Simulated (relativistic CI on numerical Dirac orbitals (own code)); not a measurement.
Method of calculation: Dirac-Coulomb-Breit CI, KLI orbitals optimised for each configuration, model QED (radiative potential, 1s self-energy scaled to tabulated hydrogen-like ionisation energies), unscaled Slater integrals (own radial code, finite nucleus).

The strongest absorption lines from the ground level of an ion, among the configurations computed and to levels below about 656 eV (vacuum wavelength in Å, gf): 19.591 (0.16), 19.642 (0.15), 53.836 (1.4), 58.894 (1.8), 61.803 (0.23), 66.105 (0.31), 67.071 (0.61), 70.277 (0.53).

Question: Which ion is it?
A. Tc23+
B. Ag25+
C. Ag27+
D. Ag29+

Answer: C. Ag27+ has 20 electrons and the ground level 3s²3p⁶3d² ³F2; the strongest line goes to 3s²3p⁵3d³ ³F°2. The pattern of lines fixes the number of electrons, and along that sequence the line energies rise steadily with the charge (about as its square where n changes within one kind of shell, about linearly where n is kept but much faster in heavy ions where fine structure, which grows about as Z⁴, sets the gap, and irregularly where shells cross), which fixes Z. Configurations outside the model, such as inner-shell arrays, can give stronger lines. At this charge energies of transitions that change n are usually good to better than 1 %, and those within a shell (Δn = 0) to a few per cent. Terms inside the open d or f shell come out 10 to 20 % too wide with unscaled integrals.

LS names give the leading component of a level, which can be under half, so a name can repeat, a term be missing and a line seem to break the LS rules.
